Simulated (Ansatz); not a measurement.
A nudged elastic band was laid between two geometries of CH2FSSi (6 atoms, charge -1, multiplicity 1).

Level of theory: Ansatz, RKS PBE-D4/def2-SVP.

* movable images: 9
* climbing image: yes
* spring: 5.0 eV/Å²
* optimiser: quadratic models (default)
* start path: through a guess of the saddle point
* force threshold: 0.05 eV/Å
* iteration limit: 59
* end points: relaxed

Image 0:

```xyz
6
Properties=species:S:1:pos:R:3
F -0.390 -1.843 1.112
Si 0.054 -1.303 -0.453
C 0.330 0.590 -0.092
S -1.353 0.441 -0.840
H 1.041 1.194 -0.696
H 0.318 0.921 0.969
```

Image 10:

```xyz
6
Properties=species:S:1:pos:R:3
F -0.059 -2.280 1.418
Si -0.231 -1.589 -0.143
C -0.116 0.165 0.192
S -0.439 1.294 -1.149
H 0.822 1.765 -1.505
H 0.023 0.644 1.186
```

Which bonds break or form, and what moves?

Bonds broken: Si2–S4, C3–H5. Bonds formed: S4–H5.

Give the energies along the band, and the barrier.

The run converged. The highest image is number 4 of 0 to 10, 299.0 kJ/mol above the first end and 158.8 kJ/mol above the last; the last end lies 140.2 kJ/mol above the first. Neighbouring images differ by up to 1.4 eV, so the band resolves the path poorly. A vibrational analysis at the climbing image gives one clearly imaginary mode, 889i cm⁻¹: a first-order saddle point. The orbitals stay closed-shell, which can raise the energy where a bond breaks towards radicals; this wasn't checked here. Limits of this set-up: an anion without diffuse functions, the dipole of an ion depends on the origin.

| image | path coordinate (Å) | energy (kJ/mol) | Si2–S4 (Å) | C3–H5 (Å) | S4–H5 (Å) |
| --- | --- | --- | --- | --- | --- |
| 0 | 0.00 | 0.0 | 2.27 | 1.11 | 2.51 |
| 1 | 0.39 | 25.8 | 2.28 | 1.10 | 2.27 |
| 2 | 0.77 | 121.3 | 2.33 | 1.14 | 1.92 |
| 3 | 1.16 | 252.5 | 2.41 | 1.41 | 1.58 |
| 4 | 1.55 | 299.0 | 2.45 | 1.85 | 1.38 |
| 5 | 1.99 | 265.0 | 2.44 | 2.25 | 1.35 |
| 6 | 2.43 | 220.9 | 2.50 | 2.55 | 1.42 |
| 7 | 2.87 | 196.2 | 2.63 | 2.61 | 1.42 |
| 8 | 3.31 | 169.1 | 2.76 | 2.60 | 1.41 |
| 9 | 3.75 | 147.9 | 2.91 | 2.56 | 1.40 |
| 10 | 4.19 | 140.2 | 3.06 | 2.51 | 1.39 |

What is the geometry of the highest image?


```xyz
6
Properties=species:S:1:pos:R:3
F -0.787 -1.863 0.935
Si 0.338 -1.286 -0.230
C 0.801 0.469 0.246
S -0.995 0.651 -0.909
H 0.187 1.248 -1.313
H 0.456 0.781 1.271
```

The run took 4 min on 1 thread of Arm Neoverse V2, with other jobs on the host, peak memory 0.13 GiB.
